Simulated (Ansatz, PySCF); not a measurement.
# HgF2(H2O)2 in two programs

HgF2(H2O)2 (singlet), relaxed with PySCF 2.14.0, RKS PBE, Hg def2-SVP with ECP60, F def2-SVP, O def2-SVP, H def2-SVP; non-relativistic Hamiltonian with scalar-relativistic core potentials where named; density fitting; no spin-orbit coupling:

```xyz
9

Hg    0.1422    0.0000    0.0000
F     0.1973    1.9175    0.5480
O    -1.4272   -1.5574    1.5268
H    -0.9644   -1.8000    2.3512
H    -1.0198   -2.1532    0.8511
F     0.1973   -1.9175   -0.5480
O    -1.4272    1.5574   -1.5268
H    -1.0198    2.1532   -0.8511
H    -0.9644    1.8000   -2.3512
```

There the HOMO–LUMO gap is 3.82 eV. 

The same geometry by Ansatz 0.2.0 (PBE, PAW, a periodic box with 9 Å of vacuum):

```tsv
spin-orbit coupling	gap (eV)	largest force component (eV/Å)
without	3.93	0.28
```

(1) What does the run with spin-orbit coupling give?

The spin-orbit runs use fully relativistic datasets of their own, so changes of a few hundredths of an eV needn't come from the coupling.

Answers

(1) gap (eV): 3.91, largest force component (eV/Å): 0.28. It took 11 s on 2 threads of AMD EPYC 9R45 96-Core Processor (Zen 5), with other jobs on the host, peak memory 2.5 GiB.
